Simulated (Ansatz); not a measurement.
Frontier orbitals of `FC[NH][AlH2]`.

```csv
atom,x (Å),y (Å),z (Å)
F1,-1.327,1.423,0.945
C2,-0.619,0.219,1.042
N3,-0.395,-0.360,-0.221
Al4,1.080,-0.202,-1.209
H5,-1.218,-0.421,1.697
H6,0.332,0.460,1.525
H7,-1.224,-0.800,-0.595
H8,1.058,-0.840,-2.655
H9,2.311,0.521,-0.530
```

The species carries charge 0 and has multiplicity 1. Geometry: relaxed with PBE0-D4/def2-TZVP. It is one conformer, not always the lowest. Basis def2-TZVPP, Ansatz 0.2.0.

Orbital energies of one run (eV). Highest occupied ones, from the top: -6.85, -7.69, -7.99, -8.66, -9.29, -10.73, -12.30, -12.43, -13.41, -17.03, -23.16, -31.02, -70.57, -70.58. Empty: -1.43, 0.31, 0.81, 1.76, 1.97, 2.39.

Which functional gave them?
A. r2SCAN
B. ωB97X-V
C. HSE06 (plane-wave form)
D. ωB97M-V

A. HOMO energies: r2SCAN -6.85, ωB97M-V -10.29, HSE06 -7.52, ωB97X-V -10.37 eV.
